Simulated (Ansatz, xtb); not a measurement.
**Relative energy of two isomers of C4H4F2O2**

Structure X: `C=C1OCC(F)(F)O1`, a singlet. Structure Y: `O=C1OC[C@@H]1C(F)F`, a singlet. Both are isolated molecules in the gas phase, relaxed with B3LYP/def2-SVP; the shapes shown needn't be the lowest conformers.

X (Å):

```xyz
12

C     0.9088   -0.6510    0.0465
C     0.3730    0.3284   -0.6787
C    -1.0163    1.4800   -2.0579
C     0.1289    2.3863   -1.5838
F    -0.3092    3.4642   -0.9028
F     0.8757    2.8567   -2.6029
O    -0.7530    0.2380   -1.4340
O     0.8996    1.5975   -0.7647
H     0.4318   -1.6291    0.0628
H     1.8176   -0.4669    0.6158
H    -1.9877    1.8810   -1.7309
H    -0.9992    1.3757   -3.1535
```

Y (Å):

| atom | x (Å) | y (Å) | z (Å) |
| --- | --- | --- | --- |
| C | -0.3265 | -0.9377 | -0.9156 |
| C | -0.4453 | 0.8434 | -1.9067 |
| C | -0.3180 | 0.5152 | -0.4099 |
| C | 0.9309 | 0.9679 | 0.3155 |
| F | 0.8786 | 2.3101 | 0.5254 |
| F | 2.0289 | 0.7110 | -0.4457 |
| O | -0.2399 | -2.0239 | -0.4428 |
| O | -0.4784 | -0.5829 | -2.2214 |
| H | 0.4298 | 1.3238 | -2.3645 |
| H | -1.3747 | 1.3386 | -2.2187 |
| H | -1.2017 | 0.7563 | 0.1996 |
| H | 1.0577 | 0.4620 | 1.2883 |

Estimate which is lower in electronic energy at CCSD(T)/def2-SVP + ΔMP2/def2-TZVPP, and by roughly how much.

The CCSD(T)/def2-SVP + ΔMP2/def2-TZVPP calculation puts structure Y lower, by 7.4 kcal/mol.

Level by level:

```tsv
level	geometry	E(Y) − E(X) (kcal/mol)	departure from the last row (kcal/mol)	job, with rough time for the two
GFN2-xTB	GFN2-xTB	+8.8	+16.2	optimisation, 0.15 s
HF/STO-3G	GFN2-xTB	+11.8	+19.2	single point, 0.34 s
r2SCAN-D4/def2-SVP	GFN2-xTB	−5.6	+1.8	single point, 3.3 s
B3LYP/def2-SVP	B3LYP/def2-SVP	−5.1	+2.3	optimisation, 25 s
HF/def2-SVP	B3LYP/def2-SVP	−3.6	+3.8	part of the CCSD(T) run
MP2/def2-SVP	B3LYP/def2-SVP	−10.9	−3.5	part of the CCSD(T) run
CCSD(T)/def2-SVP	B3LYP/def2-SVP	−9.0	−1.6	single point
CCSD(T)/def2-SVP + ΔMP2/def2-TZVPP	B3LYP/def2-SVP	−7.4		single point, 70 s
```

As drawn, Y has 1 C=O, 2 C–C in place of 1 C=C, 2 C–O. Structure X has a 5-membered ring, Y a 4-membered ring.

GFN2-xTB, HF/STO-3G put the two in the other order. The largest departure from CCSD(T)/def2-SVP + ΔMP2/def2-TZVPP is that of HF/STO-3G, 19.2 kcal/mol. The last row adds to CCSD(T) the change of the MP2 difference between the two basis sets, here +1.6 kcal/mol.

With thermal terms from frequencies at re-optimised GFN2-xTB minima (ideal gas, soft modes damped towards free rotors, one conformer each, 298.15 K, 1 atm): the zero-point term adds +0.7 kcal/mol; ΔH is −6.6 and ΔG −7.1 kcal/mol.

The correlated steps freeze 8 core orbitals. Mirror images aren't counted in ΔG. Programs: Ansatz 0.2.0, xtb 6.7.1; the last row on 4 threads of Arm Neoverse V1 on a shared host.
